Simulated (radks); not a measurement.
Problem. These are the eigenvalues of the occupied orbitals of an atom or ion with whole-number occupations (eV). All-electron calculation, scalar-relativistic Kohn-Sham, BLYP, spin-polarised, spherical densities, finite nucleus; Fermi nuclear charge, rms radius of each element as measured or else 0.836 A^(1/3) + 0.57 fm. Program: a radial shooting solver on a logarithmic mesh with Libxc functionals.

orbital  eigenvalue
1s up     -55619.18
1s down   -55619.09
2s up     -9405.895
2s down   -9405.803
2p up     -8348.495
2p down   -8348.385
3s up     -2195.283
3s down   -2193.421
3p up     -1872.046
3p down   -1870.180
3d up     -1461.410
3d down   -1459.965
4s up     -531.9834
4s down   -527.9391
4p up     -425.4980
4p down   -421.5100
4d up     -281.4628
4d down   -277.5058
5s up     -162.7443
5s down   -159.3834
5p up     -133.4010
4f up     -122.9819
4f down   -119.0298

Which element is it, and in what charge state? The configuration may be excited. Open shells, if any, are filled with parallel spins first.

Solution. Z = 67, holmium, charge +8: Ho8+ in [Kr] 4d10 4f10 5s2 5p1. The list shows which subshells hold electrons but not how many an open one holds; the 1s level, -2044 hartree, gives Z - s = 63.9 by -(Z - s)^2/2, which with screening and relativity narrows Z to a few neighbours, and the depths of the outer levels then fix element, charge and occupations together.
